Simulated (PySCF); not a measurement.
PySCF input for C3H6FNSi, SMILES F[C@@H]1CN=C1[SiH3], TDA-PBE/def2-SVPD. Geometry optimised at PBE-D3(BJ)/def2-SVP. The structure was generated by enumeration; whether it is a known compound was not checked.

```python
import numpy as np
from pyscf import gto, scf, dft, tdscf

mol = gto.M(
    atom='''
    F    -0.98523697    1.13159634    1.49727783
    C    -0.94440962    0.76523095    0.17092543
    C    -1.88678187   -0.36707273   -0.31759779
    N    -0.68050619   -1.08604096   -0.83373470
    C     0.12826815   -0.20928893   -0.29319945
    Si    2.02214829   -0.25558282   -0.23831049
    H    -0.99005732    1.68646036   -0.45485673
    H    -2.65346998   -0.13374976   -1.08677316
    H    -2.36016027   -0.92051344    0.51823644
    H     2.51746282   -1.37622158   -1.10315206
    H     2.46685745   -0.45797732    1.18356825
    H     2.55750749    1.06486512   -0.72080272
    ''',
    basis='def2-SVPD',
    charge=0,
    spin=0,
    max_memory=1600,
    verbose=4,
)
mf = dft.RKS(mol, xc='pbe').density_fit(auxbasis='def2-universal-jkfit')
mf.grids.level = 3
mf.conv_tol = 1e-9
mf.max_cycle = 100
mf.kernel()
mf.grids = dft.Grids(mol).set(level=1).build(with_non0tab=True)  # coarser grid for the response kernel
td = tdscf.TDA(mf)
td.singlet = True
td.nstates = 10
td.conv_tol = 1e-4
td.positive_eig_threshold = 1e-6
td.kernel(x0=td.get_init_guess(mf, 15))
td.analyze()
tt = tdscf.TDA(mf)
tt.singlet = False
tt.nstates = 4
tt.conv_tol = 1e-4
tt.positive_eig_threshold = 1e-6
tt.kernel(x0=tt.get_init_guess(mf, 9))
tt.analyze(verbose=3)
```

Log of the run:

```
PySCF version 2.14.0

[INPUT] verbose = 4
[INPUT] num. atoms = 12
[INPUT] num. electrons = 54
[INPUT] charge = 0
[INPUT] spin (= nelec alpha-beta = 2S) = 0
[INPUT] symmetry False subgroup None
[INPUT] Mole.unit = angstrom
[INPUT] Symbol           X                Y                Z      unit          X                Y                Z       unit  Magmom
[INPUT]  1 F     -0.985236970000   1.131596340000   1.497277830000 AA   -1.861828041096   2.138407166160   2.829445031083 Bohr   0.0
[INPUT]  2 C     -0.944409620000   0.765230950000   0.170925430000 AA   -1.784675531205   1.446076917541   0.323002250424 Bohr   0.0
[INPUT]  3 C     -1.886781870000  -0.367072730000  -0.317597790000 AA   -3.565500991095  -0.693666927496  -0.600172840867 Bohr   0.0
[INPUT]  4 N     -0.680506190000  -1.086040960000  -0.833734700000 AA   -1.285970325171  -2.052319974460  -1.575530243546 Bohr   0.0
[INPUT]  5 C      0.128268150000  -0.209288930000  -0.293199450000 AA    0.242391674005  -0.395498758603  -0.554066660373 Bohr   0.0
[INPUT]  6 Si     2.022148290000  -0.255582820000  -0.238310490000 AA    3.821306451358  -0.482981531944  -0.450341558711 Bohr   0.0
[INPUT]  7 H     -0.990057320000   1.686460360000  -0.454856730000 AA   -1.870937182421   3.186948200335  -0.859554645615 Bohr   0.0
[INPUT]  8 H     -2.653469980000  -0.133749760000  -1.086773160000 AA   -5.014331541955  -0.252750415626  -2.053703631928 Bohr   0.0
[INPUT]  9 H     -2.360160270000  -0.920513440000   0.518236440000 AA   -4.460056520380  -1.739518295581   0.979324939370 Bohr   0.0
[INPUT] 10 H      2.517462820000  -1.376221580000  -1.103152060000 AA    4.757315258575  -2.600681872916  -2.084655267150 Bohr   0.0
[INPUT] 11 H      2.466857450000  -0.457977320000   1.183568250000 AA    4.661684968843  -0.865451706062   2.236619842231 Bohr   0.0
[INPUT] 12 H      2.557507490000   1.064865120000  -0.720802720000 AA    4.832988717624   2.012303436402  -1.362119730642 Bohr   0.0

nuclear repulsion = 278.507902371146
number of shells = 75
number of NR pGTOs = 255
number of NR cGTOs = 175
basis = def2-SVPD
ecp = {}


[settings echo left out]
init E= -561.586903234041
  HOMO = -0.292078991357053  LUMO = -0.127549678095073  gap/eV = 4.47707
cycle= 1 E= -561.168333506532  delta_E= 0.419  |g|= 0.438  |ddm|= 4.35
  HOMO = -0.176620289210824  LUMO = -0.0576109528718889  gap/eV = 3.23841
cycle= 2 E= -561.076414011167  delta_E= 0.0919  |g|= 0.836  |ddm|= 1.89
  HOMO = -0.229727659726072  LUMO = -0.0863871493849127  gap/eV = 3.90049
cycle= 3 E= -561.199943809259  delta_E= -0.124  |g|= 0.183  |ddm|= 1.13
  HOMO = -0.228584556108924  LUMO = -0.0908594249429293  gap/eV = 3.74769
cycle= 4 E= -561.205522715941  delta_E= -0.00558  |g|= 0.102  |ddm|= 0.275
  HOMO = -0.234415774275536  LUMO = -0.0930623968583641  gap/eV = 3.84642
cycle= 5 E= -561.207802678025  delta_E= -0.00228  |g|= 0.0228  |ddm|= 0.155
  HOMO = -0.232129064600452  LUMO = -0.0910272220461579  gap/eV = 3.83958
cycle= 6 E= -561.207916620673  delta_E= -0.000114  |g|= 0.00561  |ddm|= 0.0392
  HOMO = -0.232657313596437  LUMO = -0.0916127091004957  gap/eV = 3.83802
cycle= 7 E= -561.207924982946  delta_E= -8.36e-06  |g|= 0.00107  |ddm|= 0.0104
  HOMO = -0.232615387455194  LUMO = -0.0915370424387905  gap/eV = 3.83894
cycle= 8 E= -561.207925252658  delta_E= -2.7e-07  |g|= 0.000376  |ddm|= 0.00217
  HOMO = -0.232603866872778  LUMO = -0.0915394590383536  gap/eV = 3.83856
cycle= 9 E= -561.207925287703  delta_E= -3.5e-08  |g|= 8.17e-05  |ddm|= 0.00071
  HOMO = -0.232600043861784  LUMO = -0.0915351705618566  gap/eV = 3.83857
cycle= 10 E= -561.207925289214  delta_E= -1.51e-09  |g|= 2.71e-05  |ddm|= 0.000167
  HOMO = -0.232603408198426  LUMO = -0.0915385484851616  gap/eV = 3.83857
cycle= 11 E= -561.207925289384  delta_E= -1.71e-10  |g|= 1.17e-05  |ddm|= 6.01e-05
  HOMO = -0.232599953658656  LUMO = -0.0915354879201682  gap/eV = 3.83856
Extra cycle  E= -561.207925289322  delta_E= 6.23e-11  |g|= 1.98e-05  |ddm|= 5.38e-05
converged SCF energy = -561.207925289322
tot grids = 47208
Overwritten attributes  positive_eig_threshold  of <class 'pyscf.tdscf.rks.TDA'>


******** <class 'pyscf.tdscf.rks.TDA'> for <class 'pyscf.df.df_jk.DFRKS'> ********
nstates = 10 singlet
deg_eia_thresh = 1.000e-03
wfnsym = None
conv_tol = 0.0001
eigh lindep = 1e-12
eigh level_shift = 0
eigh max_cycle = 100


Excitation energies (eV)
[4.2624419  5.24706523 6.06255592 6.17908838 6.20843573 6.30767278
 6.52067325 6.68621574 6.85517112 6.97173985]

** Singlet excitation energies and oscillator strengths **
Excited State   1:      4.26244 eV    290.88 nm  f=0.0026
      27 -> 28        0.70213
Excited State   2:      5.24707 eV    236.29 nm  f=0.0014
      25 -> 28        0.38274
      26 -> 28        0.58880
Excited State   3:      6.06256 eV    204.51 nm  f=0.0082
      27 -> 29       -0.70081
Excited State   4:      6.17909 eV    200.65 nm  f=0.0024
      24 -> 28        0.40421
      27 -> 30       -0.57255
Excited State   5:      6.20844 eV    199.70 nm  f=0.0127
      23 -> 28       -0.14270
      24 -> 28       -0.54712
      25 -> 28        0.14297
      26 -> 28       -0.10497
      27 -> 30       -0.36476
Excited State   6:      6.30767 eV    196.56 nm  f=0.0969
      23 -> 28       -0.38947
      24 -> 28        0.15796
      25 -> 28        0.39002
      26 -> 28       -0.21970
      27 -> 30        0.17322
      27 -> 31        0.24035
Excited State   7:      6.52067 eV    190.14 nm  f=0.0619
      23 -> 28        0.14715
      25 -> 28       -0.13195
      27 -> 31        0.65582
Excited State   8:      6.68622 eV    185.43 nm  f=0.0409
      27 -> 32       -0.69268
Excited State   9:      6.85517 eV    180.86 nm  f=0.0040
      22 -> 28       -0.68778
Excited State  10:      6.97174 eV    177.84 nm  f=0.0034
      21 -> 28       -0.17195
      23 -> 28       -0.14222
      27 -> 33       -0.64743

** Transition electric dipole moments (AU) **
state          X           Y           Z        Dip. S.      Osc.
  1         0.0986      0.0570     -0.1095      0.0250      0.0026
  2        -0.0441     -0.0906     -0.0308      0.0111      0.0014
  3        -0.1555     -0.1764      0.0044      0.0553      0.0082
  4         0.0687     -0.1042     -0.0076      0.0156      0.0024
  5         0.2063      0.2010     -0.0287      0.0838      0.0127
  6         0.7337      0.1929      0.2264      0.6267      0.0969
  7        -0.6139      0.0016     -0.1031      0.3875      0.0619
  8         0.4957      0.0650      0.0070      0.2500      0.0409
  9         0.0111     -0.1538     -0.0163      0.0240      0.0040
 10        -0.0970      0.0941     -0.0412      0.0200      0.0034

** Transition velocity dipole moments (imaginary part, AU) **
state          X           Y           Z        Dip. S.      Osc.
  1        -0.0026     -0.0110      0.0179      0.0004      0.0019
  2         0.0105      0.0119      0.0173      0.0006      0.0019
  3        -0.0149     -0.0223     -0.0045      0.0007      0.0022
  4        -0.0012     -0.0251     -0.0186      0.0010      0.0029
  5         0.0091     -0.0208     -0.0093      0.0006      0.0018
  6         0.0675     -0.0173     -0.0165      0.0051      0.0147
  7        -0.0979      0.0279      0.0171      0.0107      0.0297
  8         0.0883     -0.0102     -0.0082      0.0080      0.0216
  9        -0.0045      0.0286     -0.0332      0.0019      0.0051
 10        -0.0017      0.0336      0.0090      0.0012      0.0031

** Transition magnetic dipole moments (imaginary part, AU) **
state          X           Y           Z
  1        -0.7518     -0.3295     -0.1326
  2        -0.1144      0.2142      0.4147
  3         0.0413      0.0649     -0.1964
  4        -0.0186      0.1992     -0.3792
  5        -0.1040      0.0652     -0.3168
  6         0.0016      0.1450     -0.1369
  7         0.0557      0.0655     -0.2584
  8         0.1502      0.2261     -0.3720
  9         0.5041      0.2618     -0.0103
 10        -0.1199     -0.2692     -0.2290


******** <class 'pyscf.tdscf.rks.TDA'> for <class 'pyscf.df.df_jk.DFRKS'> ********
nstates = 4 triplet
deg_eia_thresh = 1.000e-03
wfnsym = None
conv_tol = 0.0001
eigh lindep = 1e-12
eigh level_shift = 0
eigh max_cycle = 100


Excitation energies (eV)
[3.40841058 4.25341668 4.97756779 5.97345534]

** Triplet excitation energies and oscillator strengths **
Excited State   1:      3.40841 eV    363.76 nm  f=0.0000
Excited State   2:      4.25342 eV    291.49 nm  f=0.0000
Excited State   3:      4.97757 eV    249.09 nm  f=0.0000
Excited State   4:      5.97346 eV    207.56 nm  f=0.0000
```

Self-consistency was reached.
